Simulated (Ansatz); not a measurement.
The cluster SnBr₂⁻. Charge -1, multiplicity 2. Geometry r2SCAN-D4/def2-TZVP, that of the neutral singlet; atoms count from 1.

Cartesian coordinates in Å:
```
Sn 0.582 0.765 -0.514
Br -0.323 -1.437 -1.349
Br -0.258 0.673 1.863
```

In the def2 sets Sn takes a core potential; there is no spin–orbit coupling. The highest occupied level of the charge -1 doublet lies above zero (up to 0.15 eV). By energy differences its removal costs 1.58 eV (vertical, to the charge 0 singlet, at PBE0-D4/def2-TZVPD); a positive level beside a positive removal energy at the same level points to self-interaction error. The structure comes from a short search, and lower isomers may exist.

Problem. Estimate the Mulliken populations from the PBE0/def2-TZVPD orbitals of Ansatz.

Solution. 
| atom | charge (e) | spin (α − β) |
| --- | --- | --- |
| Sn1 | -0.03 | 1.00 |
| Br2 | -0.49 | 0.00 |
| Br3 | -0.49 | 0.00 |
Mulliken values and Mayer orders depend strongly on the basis. With diffuse functions, as here, like atoms can get unlike values, and bond orders can come out too low or too high.

Problem. Where does the spin sit?

Solution. Summed by element: Sn 1.00, Br 0.00, of 1 unpaired in all. Largest on single atoms: Sn1 1.00, Br2 0.00, Br3 0.00.

Problem. And the Mayer bond orders between bonded heavy atoms (over 0.3)?

Solution. Sn1–Br2 0.77 (2.52 Å); Sn1–Br3 0.77 (2.52 Å).
